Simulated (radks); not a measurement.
Values are calculated unless marked as measured or tabulated.
Charge is removed step by step from the 4d3/2 level of the zirconium ion Zr+, starting from [Kr] 4d(3/2: 2, 5/2: 0) 5s1. Code: a radial shooting solver on a logarithmic mesh with Libxc functionals. Model: Dirac Kohn-Sham, PBEsol, spin-unpolarised, spherical densities, point nucleus.

removed (e)  E - E(0) (eV)  eigenvalue (eV)  E minus straight line (eV)
0                    0.000          -10.052                       0.000
0.1                  1.050          -10.951                      -0.432
0.2                  2.191          -11.871                      -0.773
0.3                  3.425          -12.810                      -1.020
0.4                  4.754          -13.768                      -1.173
0.5                  6.179          -14.744                      -1.230
0.6                  7.703          -15.738                      -1.188
0.7                  9.327          -16.748                      -1.045
0.8                 11.053          -17.776                      -0.801
0.9                 12.883          -18.819                      -0.453
1                   14.817          -19.878                       0.000

Removing the whole electron costs 14.817 eV by Delta-SCF, against 10.052 eV from minus the eigenvalue at the starting occupation. Slater's transition state (half an electron removed) gives 14.744 eV. Integrating minus the eigenvalue over the occupation (Janak's theorem) gives 14.817 eV. The mean slope of the eigenvalue, de/dn, is 9.83 eV per electron.
